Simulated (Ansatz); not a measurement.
Ideal-gas functions of ClH₃SiZn (`Cl[SiH2][ZnH]`) at 500 K and 1 bar, from an Ansatz frequency run at PBE0-D4/def2-TZVP.

Molar mass 131.95 g/mol, point group Cs (symmetry number 1), electronic degeneracy 1, moments of inertia 46.012, 327.559, 367.826 u Å². Harmonic wavenumbers (cm⁻¹, unscaled): 93, 320, 332, 424, 477, 526, 691, 795, 935, 1869, 2201, 2208.

Use S(trans) = R[1.5 ln M + 2.5 ln T − 1.1517]; rotational temperatures θ = 24.2544 K / I; S(rot) = R[ln(√π/σ · √(T³/θAθBθC)) + 1.5]; for each mode x = 1.438777 ν̃/T, S = R[x/(eˣ − 1) − ln(1 − e⁻ˣ)] and H = RT x/(eˣ − 1); 1 cm⁻¹ = 0.0119627 kJ/mol; R = 8.31446 J/(mol·K).

Problem. By hand: the entropy, in J/(mol·K).

Solution. Translation 180.5. Rotation: θ = 0.5271, 0.074, 0.0659 K, giving 119.5. Vibration, mode by mode: 19.30, 9.29, 9.00, 7.16, 6.30, 5.62, 3.85, 3.04, 2.21, 0.25, 0.11, 0.11, in all 66.2. Electronic 0.0. Sum 366.2 J/(mol·K).

Problem. By hand: H − E and G − E in kJ/mol, counted from the electronic energy.

Solution. Zero-point energy ½ × 10871 × 0.0119627 = 65.0; thermal vibration 17.9; translation, rotation and pV give 4 RT = 16.6. H − E = 99.5 kJ/mol, and G − E = 99.5 − 500 × 366.2/1000 = -83.6 kJ/mol.

Vibration gives 18 % of the entropy, 19.3 J/(mol·K) of it from the mode under 150 cm⁻¹: soft modes count most, and the harmonic formula is weakest for them.
